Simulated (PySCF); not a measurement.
**Correlation energy of K (potassium, neutral)**

[Ar] 4p1, 2P determinant (an excited configuration). Computed with PySCF 2.14 in ANO-RCC-VTZP (6s5p2d1f, 38 functions), with the spin-free X2C one-electron Hamiltonian (Gaussian nucleus). Frozen: [Ne]; 9 electrons correlated.

MP2 pair energies summed by pair of shells (mhartree):

```
 pair   energy  share (%)
3p-3p  -160.57       74.8
3s-3p   -43.05       20.0
3s-3s    -8.72        4.1
3p-4p    -2.32        1.1
3s-4p    -0.16        0.1
```

Total MP2 correlation energy: -214.80 mhartree.

Same-spin part -55.51 and opposite-spin part -159.29 mhartree; SCS-MP2 scales them by 1/3 and 6/5 to -209.65 mhartree.

The basis was made for the ground configuration and has no added diffuse functions, which can raise the energy of the promoted electron.
